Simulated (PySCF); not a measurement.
How methods differ on the ionisation energy of Zn³⁺

Zn³⁺ [Ar] 3d9 [3d3/2^4 3d5/2^5, M_J = 5/2] → Zn⁴⁺ [Ar] 3d8 [3d3/2^4 3d5/2^4, M_J = 4], as a difference of total energies. All numbers are calculated (PySCF 2.14, the two-component X2C-1e Hamiltonian, in x2c-SVPall-2c). Correlated levels: [Ne] frozen; the 6 highest virtual spinors dropped. "Screened" scales the spin-orbit matrix elements by Boettger's factors to mimic the two-electron term; Breit and QED terms are absent.

```json
{"method": "GHF (spin-free)", "ionisation energy (eV)": "57.869", "error (eV)": "-1.704"}
{"method": "GMP2 (spin-free)", "ionisation energy (eV)": "59.408", "error (eV)": "-0.165"}
{"method": "GHF (screened spin-orbit)", "ionisation energy (eV)": "57.777", "error (eV)": "-1.796"}
{"method": "GMP2 (screened spin-orbit)", "ionisation energy (eV)": "59.316", "error (eV)": "-0.257"}
```

Reference: 59.573 ± 0.019 eV (measured; NIST Atomic Spectra Database, ionization energies).

Errors of the correlated levels include the incompleteness of this basis and the frozen core.

The labels give the starting determinants; with spin-orbit coupling the two ends relaxed to ⟨J²⟩ = 8.75, ⟨L²⟩ = 6.00, ⟨S²⟩ = 0.75 and ⟨J²⟩ = 20.00, ⟨L²⟩ = 12.01, ⟨S²⟩ = 2.00.
